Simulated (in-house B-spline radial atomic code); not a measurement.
## Ionising W+ with different functionals

Computed with an all-electron radial atomic-structure program (B-spline basis): four-component Dirac-Coulomb Hamiltonian, Fermi nucleus of rms radius 5.3658 fm, spin-restricted, spherical fractional occupations for the functionals. The ionisation energy is the difference of two self-consistent energies, [Xe] 4f14 5d4 6s1 → [Xe] 4f14 5d4, without Breit or QED terms; ε is the level of the shell that loses the electron (mean over j).

Hybrids are left out here: with spherical fractional occupations of an open shell their exact exchange keeps a self-interaction that integer-occupation calculations don't have.

```tsv
method	rung	ΔSCF (eV)	-ε(6s) (eV)
LDA VWN5	LDA	16.01	12.47
relativistic LDA	LDA	15.97	12.43
LDA PW92	LDA	16.01	12.47
LDA exchange-only	LDA	14.96	11.43
PBE	GGA	15.68	12.18
PBEsol	GGA	?	?
BLYP	GGA	15.75	12.17
RPBE	GGA	15.53	12.05
PW91	GGA	?	?
BP86	GGA	15.87	12.38
AM05	GGA	15.64	12.15
OLYP	GGA	15.29	11.79
```

Question: What does PBEsol give?

Answer: ΔSCF 15.69 eV, and -ε(6s) = 12.22 eV.

Question: What does PW91 give?

Answer: ΔSCF 15.75 eV, and -ε(6s) = 12.25 eV.

Question: How do they compare with the NIST value?

Answer: NIST lists 16.4 eV ± 0.15 (semi-empirical, ground level to ground level). Errors run from -1.41 to -0.36 eV; LDA PW92 is closest (-0.36 eV), though others lie within the uncertainty of it, and part of that can be cancellation, since the calculations leave out Breit-QED terms, spin polarisation, the choice among j levels, multiplet and fine-structure energies.
